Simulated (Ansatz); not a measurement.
H5AlNSi, SMILES `[NH2][Al-][SiH3]` (excited triplet) (charge -1, multiplicity 3). This triplet is an excited state, 1.15 eV above the relaxed singlet at the level frozen-core CCSD(T)/aug-cc-pVDZ // PBE0-D3(BJ)/def2-TZVPD (Ansatz, a program for electronic structure).

Calculation: r2SCAN0/aug-cc-pVTZ // PBE0-D3(BJ)/def2-TZVPD in Ansatz.

Ansatz 0.2 input:
```yaml
crystal:
  periodic: [false, false, false]
  atoms:
    - { symbol: N, position_ang: [-2.137508, -0.235177, 0.282252] }
    - { symbol: Al, position_ang: [-0.48485, -1.076191, 0.252991] }
    - { symbol: Si, position_ang: [1.573899, 0.249814, 0.084533] }
    - { symbol: H, position_ang: [-2.763041, -0.35254, -0.502601] }
    - { symbol: H, position_ang: [-2.686875, -0.261841, 1.129916] }
    - { symbol: H, position_ang: [1.915642, 1.240947, 1.180753] }
    - { symbol: H, position_ang: [2.767506, -0.670214, 0.086196] }
    - { symbol: H, position_ang: [1.815231, 1.105204, -1.14478] }
basis:
  gaussian: { orbitals: aug-cc-pVTZ }
hamiltonian:
  xc: r2scan0
total_charge: -1
magnetization:
  spin_polarized: true
  initial_magnetization: 2
```

Output:

```
Functional definition: r2SCAN0
1234 factors; their error is unknown
mean field evaluation 1: about -16041.3755 eV, gradient 2.6e1 eV
mean field evaluation 2: about -16037.7850 eV, gradient 3.8e1 eV
mean field evaluation 4: about -16044.5116 eV, gradient 1.3e0 eV
mean field evaluation 8: about -16044.5306 eV, gradient 5.7e-2 eV
mean field evaluation 16: about -16044.5849 eV, gradient 2.7e-4 eV
mean field -16044.58490288 eV, -589.6276197707 hartree, gradient 8.0e-6 eV, S^2 2.007025; 1 other end points of the search recorded, 0 dependent functions left out
reference -16044.58497638 eV, -589.6276224716 hartree; 21, 19 occupied and 240, 242 virtual orbitals, 1234 factors
Total energy: -16044.58497638 eV, -589.6276224716 hartree
```
